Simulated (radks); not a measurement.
Results of a calculation; reference values are marked as such.
The arsenic ion As+, configuration [Ar] 3d10 4s2 4p2.

Level of theory: Dirac Kohn-Sham, PBE, spin-unpolarised, spherical densities, finite nucleus; open shells fill j = l - 1/2 first; Fermi nuclear charge, rms radius 4.0968 fm (a radial shooting solver on a logarithmic mesh with Libxc functionals).

Energy parts (hartree):
part                       energy
total                 -2260.59300
kinetic                2311.61553
electron-nucleus      -5445.80734
Hartree                 957.04169
exchange-correlation    -83.44288

Orbitals (lengths in bohr, moments of r in powers of bohr; <r^-3> diverges for s and p1/2):
| orbital | occ. | eigenvalue (hartree) | <r^-3> | small-component weight |
|---|---|---|---|---|
| 1s1/2 | 2 | -430.8981 | - | 1.43e-02 |
| 2s1/2 | 2 | -54.96671 | - | 2.78e-03 |
| 2p1/2 | 2 | -49.14620 | - | 2.77e-03 |
| 2p3/2 | 4 | -47.80250 | 1064 | 2.72e-03 |
| 3s1/2 | 2 | -7.34341 | - | 6.49e-04 |
| 3p1/2 | 2 | -5.38794 | - | 5.98e-04 |
| 3p3/2 | 4 | -5.20335 | 147.4 | 5.82e-04 |
| 3d3/2 | 4 | -1.86113 | 17.29 | 4.56e-04 |
| 3d5/2 | 6 | -1.83433 | 16.77 | 4.51e-04 |
| 4s1/2 | 2 | -0.85422 | - | 8.54e-05 |
| 4p1/2 | 2 | -0.49528 | - | 5.76e-05 |
| 4p3/2 | 0 | -0.48306 | 9.824 | 5.59e-05 |

The highest occupied level is 4p1/2 at -13.477 eV. Summed over all electrons, <r^2> = 29.90 bohr^2, which gives a Langevin (diamagnetic) susceptibility term of -23.7 x 10^-6 cm^3/mol. For comparison, the ionisation energy in NIST's Atomic Spectra Database is 18.589 eV (measured). In exact Kohn-Sham theory the highest level is minus the ionisation energy, but local and semilocal functionals leave it too shallow, through self-interaction and a potential that decays too fast; potentials with the right tail come closer.

Beside tabulated values, note that spin-unpolarised runs miss the spin-polarisation part of the exchange energy of open shells.
